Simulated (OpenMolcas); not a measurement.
Pt6+ among 4 point charges of -2 e arranged as a tetrahedron (Td), 2 Å from the ion.

```
Program             : OpenMolcas
Method              : CASSCF
Basis               : ANO-RCC-VTZP [8s7p5d3f1g]
Scalar Hamiltonian  : DKH2, point nucleus
Active space        : 4 electrons in 5 orbitals (5d)
State averaging     : 2S+1 = 5 even, 5 roots; 2S+1 = 3 even, 45 roots; 2S+1 = 1 even, 50 roots
Spin-orbit coupling : RASSI with atomic mean-field integrals over the reference wave functions
```

(1) What is the spin-free ground state (labels of Td)?

(2) Where is the first state of the same spin?

(3) What are the lowest two levels with spin-orbit coupling?

(4) What is χT at 300 K?

(5) Which ligand-field parameters describe the states?

Results:

(1) 5T2, 3-fold in its orbital part, 100 % from free-ion D terms; it has the highest spin that d4 allows.

(2) 5E at 2470 cm-1 above the ground state.

(3) A 1-fold level A1, then a 3-fold level T1 6925 cm-1 above it. Their leading multiplicities are 5 (61 %) and 5 (83 %).

(4) 0.03 cm3 K/mol.

(5) A least-squares ligand-field fit to the states below 45000 cm-1, each weighted by its degeneracy and with a free common offset, gives 10Dq = -2475 cm-1 (negative for this site), B = 998 cm-1 and C = 4189 cm-1 (C/B = 4.20), with an rms deviation of 24 cm-1. 

Spin-orbit coupling mixes the spin-free states strongly: the lowest level takes only 41 % from its leading state, 5T2. Without dynamic correlation the repulsion within the d shell is too large (B by tens of per cent), so at a given field states of lower spin stand too high. Point charges give a weaker field than real ligands, and real ions of this kind are as a rule low spin; the high spin found here belongs to the model. The ground term spreads over less than 5000 cm-1, several times less than with real ligands, so orbital moments are less quenched and χT lies further from the spin-only value than at real sites. Point charges carry no covalency, so the field is a model and not that of real ligands. No measured value stands beside these numbers.
